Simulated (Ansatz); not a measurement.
Reaction (ligand exchange at a P–N bond): `OC(O)=NP` + `OB(F)F` → `FB(F)OP` + `N=C(O)O`

Gas-phase electronic energies from Ansatz, PBE0-D4/def2-TZVP geometries. CBS: MP2 limit from def2 TZ/QZ plus the TZ coupled-cluster correction, frozen cores. This one scheme is used for every species. Functionals use def2-TZVPP. HSE06 is defined as in plane-wave codes. One conformer a species, not always the lowest.

(1) Is it downhill or uphill in electronic energy at CCSD(T)/CBS, and by how much? (An estimate is asked.)

(2) What do these levels give: LDA (SPW92), CAM-B3LYP-D4, PBE-QIDH, revPBE, BLYP, r2SCAN, HSE06, MP2/def2-SVP, SCS-MP2/def2-TZVPP, CCSD(T)/def2-TZVPP, MP2/def2-QZVPP, HF/CBS(def2)? (An estimate is asked.)

Largest T1 diagnostic among the species: 0.014.

Answers

(1) Ansatz gave: Uphill: ΔE = +0.16 eV.

(2) Computed: LDA (SPW92) 0.33, CAM-B3LYP-D4 0.12, PBE-QIDH 0.23, revPBE 0.20, BLYP 0.09, r2SCAN 0.21, HSE06 0.23, MP2/def2-SVP 0.22, SCS-MP2/def2-TZVPP 0.14, CCSD(T)/def2-TZVPP 0.16, MP2/def2-QZVPP 0.22, HF/CBS(def2) 0.01 eV.

Leaving LDA and LC-ωPBE aside and taking each functional with its dispersion term where it has one, the values, not all of them listed here, spread over 0.15 eV, from BHLYP-D4 to revPBE-D4. LDA lies +0.10 eV from PBE without D4. The D4 term adds +0.04 eV with B3LYP and +0.02 eV with PBE0; it sums over pairs of atoms, weighted by their polarisabilities, and B3LYP, whose exchange is more repulsive, gets the larger term.

B3LYP here is the variant with VWN-RPA as its local correlation; programs differ in this.
